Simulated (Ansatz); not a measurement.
`[F][Ge]([Cl])([Cl])[Cl]` → 3 Cl• + F• + Ge•  (atomization)

Calculated with Ansatz (gas phase, PBE0-D4/def2-TZVP geometries, no zero-point term in ΔE). CBS: MP2 limit from def2 TZ/QZ plus the TZ coupled-cluster correction, frozen cores. This one scheme is used for every species, atoms too. Functionals use def2-TZVPP. B3LYP here is the variant with VWN-RPA as its local correlation; programs differ in this. HSE06 is defined as in plane-wave codes. Open shells (•) are unrestricted, without spin–orbit coupling. Spin–orbit coupling would lower the free atoms: a little for Cl, F; clearly for Ge. Bonds to Ge are less sure, by a few kJ/mol each and by 10 to 20 or more in all where they break to atoms, as the def2 sets lack core-valence functions. Scalar relativity is left out up to krypton.

```csv
level,ΔE (kJ/mol),difference from CCSD(T)/CBS
LDA (SPW92),1813.7,277.2
PBE-D4,1571.3,34.8
revPBE-D4,1513.1,-23.4
BLYP-D4,1489.8,-46.7
r2SCAN-D4,1555.5,19.0
B97M-V,1573.2,36.7
B3LYP-D4,1484.2,-52.3
r2SCANh-D4,1535.3,-1.2
r2SCAN0-D4,1506.9,-29.6
HSE06-D4,1530.9,-5.6
BHLYP-D4,1433.0,-103.5
CAM-B3LYP-D4,1498.3,-38.2
ωB97X-V,1546.6,10.1
ωB97M-V,1532.2,-4.3
B2PLYP,1491.1,-45.4
PBE-QIDH,1537.9,1.4
PBE,1551.5,15.0
revPBE,1465.7,-70.8
BLYP,1447.7,-88.8
PBE0,1512.7,-23.8
r2SCAN0,1501.4,-35.1
HSE06,1514.8,-21.7
CAM-B3LYP,1480.5,-56.0
LC-ωPBE,1507.4,-29.1
RPA@PBE/def2-TZVPP,1338.4,-198.1
HF/def2-SVP,1038.0,-498.5
MP2/def2-SVP,1466.5,-70.0
CCSD/def2-SVP,1358.8,-177.7
CCSD(T)/def2-SVP,1385.6,-150.9
HF/def2-TZVPP,1069.0,-467.5
MP2/def2-TZVPP,1583.6,47.1
SCS-MP2/def2-TZVPP,1521.3,-15.2
CCSD/def2-TZVPP,1446.6,-89.9
CCSD(T)/def2-TZVPP,1490.7,-45.8
HF/def2-QZVPP,1070.8,-465.7
MP2/def2-QZVPP,1610.6,74.1
SCS-MP2/def2-QZVPP,1551.4,14.9
HF/CBS(def2),1071.0,-465.5
MP2/CBS(def2),1629.4,92.9
CCSD/CBS(def2),1492.4,-44.1
CCSD(T)/CBS,1536.5,0
```

Largest T1 diagnostic among the species: 0.010.

At CCSD(T), def2-SVP lies −150.9 kJ/mol from the extrapolated value and def2-TZVPP −45.8 kJ/mol: correlation converges slowly with the basis, and small sets miss more of it in the bonded molecule than in its fragments. From PBE to PBE0 (25 % exact exchange), in def2-TZVPP and without D4, ΔE moves by −38.8 kJ/mol: exact exchange takes away binding that semilocal exchange gives to molecules.

For atomizations the MP2-based limit and the directly extrapolated one differ by several kJ/mol either way, and by 10 to 25 for some Ge, Se and Sn compounds, so smaller differences from it don't rank the levels.
